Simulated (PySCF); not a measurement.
**Ionisation energy of Si⁺ by level of theory**

Si⁺ [Ne] 3s2 3p1 (2P) → Si²⁺ [Ne] 3s2 (1S), as a difference of total energies. All numbers are calculated (PySCF 2.14, no relativity, point nucleus, in aug-cc-pV(T+d)Z with one added diffuse shell each of s, p, d, f type (7s6p5d3f, 71 functions)). Correlated levels: valence: [Ne] frozen. The calculations carry no spin-orbit coupling.

| method | ionisation energy (eV) |
| --- | --- |
| UHF | 15.829 |
| MP2 (valence) | 16.095 |
| SCS-MP2 (valence) | 16.084 |
| CCSD (valence) | 16.211 |
| CCSD(T) (valence) | 16.242 |

A first-order spin-orbit estimate (lowest level to lowest level, LS coupling) adds 0.020 eV.

Errors of the correlated levels include the incompleteness of this basis and the frozen core.

Problem. Which method comes closest to the reference value, and which is furthest?

Solution. The reference is 16.346 eV (measured; NIST Atomic Spectra Database, ionization energies). Closest: CCSD(T) (valence) (error -0.084 eV); furthest: UHF (error -0.497 eV), both after the spin-orbit estimate.
